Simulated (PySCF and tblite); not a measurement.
The numbers below are computed, except where a source is named.
C2H4O4S, numbered as in [O:1]=[S:2]1(=[O:3])[O:4][CH2:5][CH2:6][O:7]1.

Classical Langevin dynamics with GFN2-xTB (tblite), gas phase: time step 1.5 fs, H mass 4 u, friction 0.005 fs⁻¹, 400 steps to settle and 8000 to sample, one trajectory a temperature from the lowest conformer.

GIAO shieldings at PBE0/pcSseg-1 (IEF-PCM, dichloromethane) (PySCF) on 9 frames a temperature; like atoms are averaged, and of two unlike H on one atom a is the less shielded at the minimum.

(1) How far do thermal motions move the shieldings from their values at the minimum?

(2) What do the single frames at 300 K give for H5/H6?

Changes within two standard errors are not significant.

The study took 13 min on 1 thread of Arm Neoverse N1, on a host shared with other jobs (rough), peak memory 0.8 GiB, launched as `OMP_NUM_THREADS=1 python ens_run.py task.json out`.

Results:

(1) 
```
signal  σ at minimum (ppm)     Δσ, 150 K     Δσ, 300 K     Δσ, 600 K
 O1/O3               130.5    -0.5 ± 2.1   -20.8 ± 5.4   -28.0 ± 6.0
    S2               165.7     2.6 ± 2.8   -17.8 ± 6.0   -18.2 ± 8.4
 O4/O7               164.8    -1.8 ± 1.7   -13.0 ± 3.5   -16.5 ± 6.8
 C5/C6               124.0    -1.4 ± 0.9    -2.9 ± 1.6    -7.5 ± 1.6
 H5/H6               26.98  -0.01 ± 0.08  -0.24 ± 0.12  -0.23 ± 0.15
```

Errors are standard errors over frames. Zero-point motion is missing, and a reference compound would move too.

(2) 
```csv
t (fs),"V above the minimum, tight binding (kcal/mol)","E above it, DFT (kcal/mol)",torsions (°),σ (ppm)
1266,8.7,7.0,none,27.37
2600,9.4,5.2,none,26.26
3933,7.2,3.4,none,26.32
5266,6.2,3.8,none,26.70
6600,8.9,13.6,none,26.77
7934,3.1,4.4,none,26.66
9267,8.1,7.1,none,27.09
10600,7.8,5.7,none,27.04
11934,6.6,2.0,none,26.47
```
